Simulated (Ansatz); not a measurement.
`[CH3][AlH][SiH2][GaH2]` → `C[SiH]([AlH2])[GaH2]`  (isomerisation)

Computed with Ansatz on PBE0-D4/def2-TZVP structures; ΔE is electronic, products minus reactants. CBS: MP2 limit from def2 TZ/QZ plus the TZ coupled-cluster correction, frozen cores. DFT in def2-TZVPP. HSE06 is defined as in plane-wave codes. For Ga outer-core shells are correlated without core-valence functions, which leaves a few kJ/mol of doubt a bond. Scalar relativity is left out up to krypton. Each species was taken in one conformer, which may not be the lowest.

```
             level  ΔE (kJ/mol)
          BHLYP-D4         15.0
           ωB97X-V         15.4
               PBE         18.9
              PBE0         18.0
             HSE06         18.1
CCSD(T)/def2-TZVPP         16.5
    MP2/def2-QZVPP         15.9
     MP2/CBS(def2)         15.7
```

**Question.** What does CCSD(T)/CBS give? (Best estimate.)

**Answer.** Computed: +16.3 kJ/mol. The listed levels differ from it by -1.3, -0.9, 2.6, 1.7, 1.8, 0.2, -0.4, -0.6 kJ/mol.

Largest T1 diagnostic among the species: 0.013.

The D4 term adds −3.6 kJ/mol with B3LYP and −1.9 kJ/mol with PBE0; it sums over pairs of atoms, weighted by their polarisabilities, and B3LYP, whose exchange is more repulsive, gets the larger term. Leaving LDA and LC-ωPBE aside and taking each functional with its dispersion term where it has one, the values, not all of them listed here, spread over 7.7 kJ/mol, from B97M-V to r2SCAN-D4.

CCSD(T)/CBS has its own doubt, a few kJ/mol and more with outer-core shells, so smaller differences from it don't rank the levels.

B3LYP here is the variant with VWN-RPA as its local correlation; programs differ in this.
